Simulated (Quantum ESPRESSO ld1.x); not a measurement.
Problem. The mean radii <r> (bohr) of the occupied orbitals of an atom or ion are listed with their occupations. Method: Dirac Kohn-Sham, PBE, spin-unpolarised, spherical densities, point nucleus; computed with ld1.x of Quantum ESPRESSO 7.5.

orbital  occ.      <r>
1s1/2       2  0.03343
2s1/2       2   0.1453
2p1/2       2   0.1236
2p3/2       4   0.1284
3s1/2       2   0.4023
3p1/2       2   0.3955
3p3/2       4   0.4061
3d3/2       4   0.3818
3d5/2       6   0.3852
4s1/2       1    1.006
4p1/2       2    1.083
4p3/2       4    1.110
4d3/2       4    1.414
4d5/2       2    1.427
5d3/2       1    4.530

Name the element and its charge. Open shells, if any, fill j = l - 1/2 first.

Solution. Z = 44, ruthenium, charge +2: Ru2+ in [Ar] 3d10 4s1 4p6 4d6 5d1. The 1s radius gives Z: for a bare nucleus <r> = (2 gamma + 1)/(2Z) with gamma = sqrt(1 - (Z/c)^2), 0.03289 bohr for Z = 44, and screening makes it slightly larger (0.03343 here). The occupations add up to 42, and the charge is Z minus that.
